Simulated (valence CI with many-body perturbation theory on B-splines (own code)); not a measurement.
## Basis-set convergence for I XLIX

Computed by configuration interaction combined with many-body perturbation theory (CI+MBPT): three valence electrons over a frozen Dirac-Fock core [He], a basis of 9 s, 9 p, 8 d, 6 f, 3 g, 1 h functions for each j, with the one-electron correlation potential Σ1, the two-electron term Σ2, the three-electron term Σ3, Breit, model QED; selected CI, second order for the rest (own B-spline code, finite nucleus).

No measured spectrum was set against this ion. As an estimate, large intervals hold to a few tenths of a per cent, small ones and those within an open d or f shell to about a per cent.

The reference run has the lowest level (2s^2 2p1/2) J=1/2 and an ionisation energy of 8861.82 eV. Its largest variational space holds 9326 state functions.

Levels are named by their leading jj configuration (3d3/2^4 stands for four electrons in 3d with j = 3/2), which in mixed levels can hold well under half, so a name can repeat and another be missing. Letters in brackets count levels of one name in rising energy.

Changed runs:
A. basis 6 s, 6 p, 5 d, 3 f, 1 g
B. basis 5 s, 5 p, 4 d, 2 f

Excitation energies of the reference run in cm⁻¹, and shifts in cm⁻¹:

```tsv
Level	Reference	A	B
(2s 2p1/2^2) J=1/2	1280610	-66	-139
(2s^2 2p3/2) J=3/2	2662330	+3.2	-36
(2s 2p1/2 2p3/2) J=3/2 [a]	3556330	-156	-502
(2s 2p1/2 2p3/2) J=5/2	3807100	+28	-37
(2s 2p1/2 2p3/2) J=3/2 [b]	4202640	+115	+334
(2s 2p1/2 2p3/2) J=1/2	4207020	+49	+166
(2p1/2^2 2p3/2) J=3/2	5577500	-0.1	+82
(2s 2p3/2^2) J=5/2	6365260	-32	-191
(2s 2p3/2^2) J=1/2	6946820	+54	+270
(2s 2p3/2^2) J=3/2	6955410	+104	+303
(2p1/2 2p3/2^2) J=3/2	7990620	-70	-229
(2p1/2 2p3/2^2) J=5/2	8146950	+107	+247
Ionisation energy (eV)	8861.82	-0.01	-0.06
```
